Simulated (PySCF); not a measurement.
Polarisability and C₆ of Cd⁺ (cadmium, charge +1)

[Kr] 4d10 5s1, 2S determinant. Computed with PySCF 2.14 in x2c-TZVPPall with one added diffuse shell each of s, p, d, f type (9s7p7d3f1g, 95 functions), with scalar relativity by spin-free X2C-1e. Coupled (time-dependent) response in atomic units; α is the mean over directions.

```
method  mean α (bohr³)  C₆ (like pair)  S(−4)
   UHF           31.55           186.2  831.3
   PBE           22.24           132.3  328.4
  PBE0           23.76           140.0  397.6
```

S(−4) is the Cauchy moment in α(ω) = α(0) + S(−4) ω² + …

α(iu) at PBE0:

| u (hartree) | α(iu) (bohr³) |
| --- | --- |
| 0 | 23.76 |
| 0.0500 | 22.81 |
| 0.100 | 20.50 |
| 0.200 | 15.24 |
| 0.300 | 11.50 |
| 0.500 | 7.585 |
| 0.750 | 5.349 |
| 1.00 | 4.118 |
| 1.50 | 2.746 |
| 2.00 | 1.986 |
| 3.00 | 1.183 |
| 5.00 | 0.5513 |

For an ion, C₆ is the dispersion term alone; charge-induced terms of lower order in 1/R come first.
